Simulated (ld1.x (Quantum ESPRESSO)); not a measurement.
What one change does to a pseudopotential (palladium, PAW)

Pd (Z = 46), PAW, made with ld1.x (Quantum ESPRESSO) 7.5 (PBEsol, scalar-relativistic). Core [Kr], reference 4d10 5s0. Waves: 5s (bound, empty): rcut 2.10, rcutus 2.90 bohr; 5s channel at 4.45 Ry: rcut 2.10, rcutus 2.90 bohr; 5p channel at -0.05 Ry: rcut 1.70, rcutus 2.35 bohr; 4d (bound): rcut 1.65, rcutus 1.95 bohr; 4d channel at 0.05 Ry: rcut 1.65, rcutus 1.95 bohr. Local part: all-electron potential smoothed inside 2.70 bohr (lloc = -1). Core correction: Bessel-smoothed model core inside 1.40 bohr. Augmentation charge: GAUSS, radius 1.85 bohr.

Change: core correction a·sin(br)/r model core, default radius (ld1.x builds one for every PAW set, though the input has nlcc=.false.).

Cutoffs: the cutoffs (Ry, on a coarse ladder) from which the occupation-weighted sum of valence levels, in a spherical-Bessel basis at the reference potential, stays within 10 and 1 mRy of its value at 400 Ry; they do not see the model core or the augmentation charge, which bear on the density cutoff. Errors are all-electron minus pseudo energies relative to the spin-unpolarised reference configuration.

Task: How do hardness, ghosts and transferability respond?

Result: The potential gets neither clearly harder nor softer (30 Ry and 50 Ry → 30 Ry and 50 Ry); of the 7 tests that both files solve, the error grows in 4 and shrinks in 0 by more than 15 % and 0.3 meV (median size 118.4 → 133.6 meV); neither file shows a bound ghost. A model core, the more so a compact one, raises the density cutoff, which this test does not measure.

| quantity | base | changed |
| --- | --- | --- |
| cutoff, loose | 30 Ry | 30 Ry |
| cutoff, tight | 50 Ry | 50 Ry |
| bound ghosts | none | none |
| error for 4d9 5s0, meV [ΔE 9.12 eV] | -19 | -28 |
| error for 4d8 5s0, meV [ΔE 29.94 eV] | -159 | -205 |
| error for 4d7 5s0, meV [ΔE 64.29 eV] | -599 | -690 |
| error for 4d9.5 5s0, meV [ΔE 3.24 eV] | -2.7 | -4.4 |
| error for 4d9 5s1, meV [ΔE 1.51 eV] | -21 | -21 |
| error for 4d8 5s1, meV [ΔE 13.66 eV] | -118 | -134 |
| error for 4d6 5s0, meV [ΔE 113.61 eV] | -1565 | -1681 |
| s: phases at 3.17 bohr within 0.05 rad from the reference energy up to (Ry; the scan ends near 5) | 2.8 | 2.8 |
| p: phases at 3.17 bohr within 0.05 rad from the reference energy up to (Ry; the scan ends near 5) | 1.7 | 1.7 |
| d: phases at 3.17 bohr within 0.05 rad from the reference energy up to (Ry; the scan ends near 5) | to the end of the scan | to the end of the scan |
| lowest overlap eigenvalue by channel | s 0.07, p 1.00, d 0.98 | s 0.07, p 1.00, d 0.98 |
